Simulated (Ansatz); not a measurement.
# Two structures, one formula

The two ends of one reaction step of AlAsH6O3, singlet (PBE0-D4/def2-TZVP).

A:

| atom | x (Å) | y (Å) | z (Å) |
| --- | --- | --- | --- |
| Al1 | 0.6364 | -1.0638 | 0.0419 |
| O2 | 1.2266 | -1.1241 | -1.5402 |
| O3 | 1.6368 | -0.4145 | 1.2463 |
| O4 | -0.8659 | -1.7986 | 0.3032 |
| H5 | -0.3418 | 1.0316 | -0.8901 |
| As6 | -1.2235 | 1.6395 | 0.2062 |
| H7 | 2.0930 | -0.7830 | -1.7546 |
| H8 | 1.3773 | -0.3076 | 2.1586 |
| H9 | -1.2874 | -1.8369 | 1.1588 |
| H10 | -2.4305 | 1.6136 | -0.7144 |
| H11 | -0.8210 | 3.0437 | -0.2158 |

B:

```
11
angstrom
Al 0.0009 -0.3657 0.4872
O 0.7466 -0.3576 -1.3483
O 1.6261 -0.2046 1.0464
O -0.7473 -1.8719 0.7683
H 0.4865 0.4231 -1.8520
As -1.4221 1.6386 0.4967
H 1.6890 -0.2751 -1.1256
H 1.9357 -0.5828 1.8665
H -1.6933 -1.9964 0.7537
H -2.1905 1.1648 -0.7356
H -0.4316 2.4276 -0.3572
```

Ansatz 0.2.0; basis: def2-TZVPP; cores frozen in the correlated methods. Filled d shells of the heavier atoms are correlated. The def2 sets are not built for correlating such inner shells, so the correlated values are less sure here. B3LYP uses VWN-RPA correlation.

Q: Which structure is lower at CCSD(T), and by how much? (An estimate is asked for; the value comes from the calculation.)

A: The calculation gives: B, by 0.084 eV (electronic energy, against the other). By their contacts, A is a complex of AlH₃O₃ ([OH][Al]([OH])[OH]) + AsH₃ and B is AlAsH₆O₃ ([OH][Al]([OH])([OH2])[AsH2]).

Q: Do the other methods give the same order? (A judgement: the text doesn't fix the answer.)

A: By the calculation: Not all: BLYP-D4, HF give the other order.

```
      method  E(B) − E(A) (eV)
       SPW92            -0.301
      PBE-D4            -0.139
     BLYP-D4             0.051
   r2SCAN-D4            -0.106
      B97M-V            -0.010
     PBE0-D4            -0.189
    B3LYP-D4            -0.009
  r2SCAN0-D4            -0.157
    BHLYP-D4            -0.055
CAM-B3LYP-D4            -0.025
     wB97X-V            -0.080
     wB97M-V            -0.088
      B2PLYP            -0.023
    PBE-QIDH            -0.182
  RPA on PBE            -0.020
          HF             0.034
         MP2            -0.090
        CCSD            -0.061
     CCSD(T)            -0.084
```

No T1 diagnostic of these runs exceeds 0.013.

Labels in which every atom is bracketed show which atoms are joined, not bond orders.

For scale, one of the runs: CCSD(T)/def2-TZVPP, 267 basis functions, launched by `ansatz run in.yaml --threads 8 --pin off --events-out ev --progress --plain --max-ram 19148MiB`. Hardware: 8 CPU threads of an Intel Xeon, shared host. Wall time 3.8 min; peak host memory 7 GiB.
